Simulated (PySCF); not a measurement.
A structure optimised at PBE0-D3(BJ)/def2-TZVPD, used in a PySCF frequency run:

```
Ag
Ag 1 2.5764
```
Charge 0, spin multiplicity 1.

Q: Write its SMILES, formula and point group.

A: [Ag][Ag], Ag2, D∞h

Q: What are its rotational constants (standard atomic weights)?

A: 1.4116 GHz (linear rotor, B only)
